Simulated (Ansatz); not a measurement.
A structure relaxed at PBE0-D4/def2-TZVP, charge 0, multiplicity 1:

Cartesian coordinates in Å:
```
F -0.0302 2.4196 0.1294
Zn 0.2210 0.6923 0.0467
S 0.5622 -1.4193 -0.0528
H -0.7530 -1.6926 -0.1233
```

Question: Give its formula and SMILES.

Answer: FHSZn, `[F][Zn][SH]`.

Question: Point group (tolerance 0.08 Å, 0.16 Å for H)?

Answer: Cs.

Question: Summarise the bond lengths by kind.

Answer: 1 × F–Zn 1.747 Å; 1 × S–Zn 2.141 Å; 1 × H–S 1.345 Å.

All numbers were calculated with Ansatz.
